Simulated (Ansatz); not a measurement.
Isolated molecules relaxed with PBE0-D4/def2-TZVP in Ansatz; ΔE leaves out vibrations. CBS: MP2 limit from def2 TZ/QZ plus the TZ coupled-cluster correction, frozen cores. Functionals use def2-TZVPP. def2 core potentials past Kr. For In outer-core shells are correlated without core-valence functions, which leaves a few kJ/mol of doubt a bond. Each species was taken in one conformer, which may not be the lowest.

Consider the ligand exchange at the Si–C bond: `N=C([SiH3])CN` + `[OH][In]([SH])[Cl]` → `[SiH3][O][In]([SH])[Cl]` + `N=CCN`.

CCSD(T)/CBS gives -116.4 kJ/mol.

Another level gave -122.0 kJ/mol. Which?
A. CCSD(T)/def2-TZVPP
B. PBE-D4/def2-TZVPP
C. CCSD/def2-TZVPP
D. HF/def2-TZVPP

C. CCSD/def2-TZVPP -122.0, CCSD(T)/def2-TZVPP -117.3, HF/def2-TZVPP -145.8, PBE-D4 -95.2 kJ/mol.

Largest T1 diagnostic among the species: 0.015.

In def2-TZVPP, CCSD(T) changes the Hartree–Fock value by +28.6 kJ/mol (the triples alone add +4.7 kJ/mol) and MP2 by +27.1 kJ/mol. From PBE to PBE0 (25 % exact exchange), in def2-TZVPP and without D4, ΔE moves by −10.1 kJ/mol.

CCSD(T)/CBS has its own doubt, a few kJ/mol and more with outer-core shells, so smaller differences from it don't rank the levels.
